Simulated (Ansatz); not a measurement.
```yaml
crystal:
  periodic: [false, false, false]
  atoms:
    - {symbol: O, position_ang: [1.971575, -5.844638, 1.404064]}
    - {symbol: C, position_ang: [1.380151, -3.413365, 0.839460]}
    - {symbol: N, position_ang: [1.038865, -1.051667, -0.274517]}
    - {symbol: Si, position_ang: [-0.292327, 1.702553, 0.412587]}
    - {symbol: O, position_ang: [-3.267376, 1.408814, -0.501988]}
    - {symbol: H, position_ang: [-0.515420, 2.436979, 2.547618]}
    - {symbol: H, position_ang: [1.430483, 3.261710, -1.144707]}
    - {symbol: H, position_ang: [-3.006330, 1.219582, -2.703586]}
basis:
  gaussian: {orbitals: cc-pVDZ}
hamiltonian: {xc: {name: r2SCAN0}, dispersion: d3bj}
accuracy: high
```

```sh
$ ansatz run in.yaml --threads 2 --pin off --events-out ev --progress --plain --max-ram 4352MiB
```

Shortened log:

```
Warning: the engine holds no damping parameters fitted to this dispersion correction and functional, so the run takes those fitted to r2scan0 beside the three-body term, which d3bj leaves out (hamiltonian.dispersion, under Limitations)
Functional definition: r2SCAN0
1742 factors; integrals over basis functions are off by at most 2.2e-8 eV
mean field evaluation 1: about -14451.7810 eV, gradient 1.2e2 eV
mean field evaluation 2: about -13658.6199 eV, gradient 2.3e2 eV
mean field evaluation 4: about -14229.6551 eV, gradient 1.8e2 eV
mean field evaluation 8: about -14503.0204 eV, gradient 1.8e0 eV
mean field evaluation 16: about -14503.5165 eV, gradient 2.2e0 eV
mean field evaluation 32: about -14503.6380 eV, gradient 3.0e-8 eV
mean field -14503.63798127 eV, -532.9988648928 hartree, gradient 3.0e-8 eV, S^2 0.000000; 6 other end points of the search recorded, 0 dependent functions left out
reference -14503.63798203 eV, -532.9988649207 hartree; 23, 23 occupied and 66, 66 virtual orbitals, 1742 factors
Total energy: -14503.68449761 eV, -533.0005743366 hartree
```

In this input the coordinates are in bohr but typed as ångström. The calculation finished and met its thresholds. The result belongs to that input, not to the molecule as meant.
